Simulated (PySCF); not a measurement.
OZn, SMILES [O]=[Zn].

Coordinates come from a PBE0-D3(BJ)/def2-TZVPD optimisation.

Two levels are set side by side: TDDFT-PBE/def2-TZVPD (PySCF) and TDDFT-B3LYP/def2-TZVPD (PySCF). Vertical, same geometry. The lowest singlet is HOMO→LUMO 103 % with PBE and HOMO−1→LUMO 103 % with the other functional; states are paired by order. Differences are taken from unrounded values.

| quantity | TDDFT-PBE |
|---|---|
| lowest singlet excitation (eV) | 0.83 |
| lowest triplet excitation (TDA) (eV) | 0.19 |
| first bright state (f over 0.05) (eV) | 3.73 |
| its oscillator strength | 0.06 |

### Question
These are the TDDFT-PBE values. What does TDDFT-B3LYP give? (Estimate from the structure and the level; the computed values follow.)

### Answer

```csv
quantity,TDDFT-B3LYP,TDDFT-PBE minus TDDFT-B3LYP
lowest singlet excitation (eV),0.78,0.05
lowest triplet excitation (TDA) (eV),0.15,0.04
first bright state (f over 0.05) (eV),3.71,0.02
its oscillator strength,0.10,-0.04
```

Rough cost on one machine, each run with all the roots and properties that it gave: TDDFT-B3LYP against TDDFT-PBE about 4 times.
